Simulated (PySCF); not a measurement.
H6O2Si2Te, SMILES [SiH3]O[Te]O[SiH3]. Geometry: B3LYP-D3(BJ)/def2-SVP. The structure was generated by enumeration, and PubChem lists no compound with its InChIKey, so it may never have been made. The def2 effective core potentials stand for the cores of Te; spin–orbit coupling is left out. The values are those of a single conformer.

Problem. Give the equilibrium geometry at B3LYP-D3(BJ)/def2-SVP (PySCF confirms it by a frequency run) as Cartesian coordinates in Å. (Estimate from the structure and the level; the computed values follow.)

Solution. This is not unique; one that fits is 
```xyz
11

Te     0.5494    -0.0681     0.8819
O      0.4752    -1.4704    -0.5277
Si    -0.8521    -2.0048    -1.4072
H     -2.1176    -1.7247    -0.6656
H     -0.6923    -3.4717    -1.6072
H     -0.9019    -1.3290    -2.7334
O      0.3741     1.5508    -0.2772
Si    -1.0854     2.1713    -0.8347
H     -1.7775     1.1836    -1.7133
H     -0.7596     3.3960    -1.6130
H     -1.9905     2.5135     0.3018
```
